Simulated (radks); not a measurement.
Initial-state core-level shifts of neutral dysprosium when its valence configuration changes from [Xe] 4f10 6s2. Calculated with a radial shooting solver on a logarithmic mesh with Libxc functionals: scalar-relativistic Kohn-Sham, PBE, spin-polarised, spherical densities, finite nucleus; open shells are filled with parallel spins first (spin-orbit coupling, left out, can overturn this in heavy ions); Fermi nuclear charge, rms radius 5.2218 fm. Shifts are changes of the shell-averaged eigenvalues in eV (positive: less bound); the change of the density at the nucleus, which sets a Mossbauer isomer shift, is in e/bohr^3, on a base of 7.776e+05.

| valence | 2s | 3s | 4d | 5p | density at nucleus |
|---|---|---|---|---|---|
| 4f10 6s1 6p1 | -1.174 | -1.161 | -1.174 | -1.203 | -24.78 |
| 4f9.5 6s1.5 6p1 | -5.304 | -5.614 | -5.354 | -3.595 | +9.60 |
| 4f10 6p2 | -2.471 | -2.436 | -2.471 | -2.543 | -53.84 |
| 4f9 6s2 6p1 | -9.990 | -10.689 | -10.042 | -6.131 | +51.36 |
| 4f9 5d1 6s1 6p1 | -7.814 | -8.576 | -7.877 | -4.052 | +9.36 |
| 4f10 5d0.5 6s1.5 | +0.506 | +0.484 | +0.513 | +0.553 | -14.68 |
| 4f9 5d1 6s2 | -6.696 | -7.458 | -6.759 | -2.966 | +36.65 |
| 4f10 5d1 6s1 | +0.960 | +0.922 | +0.975 | +1.056 | -27.56 |
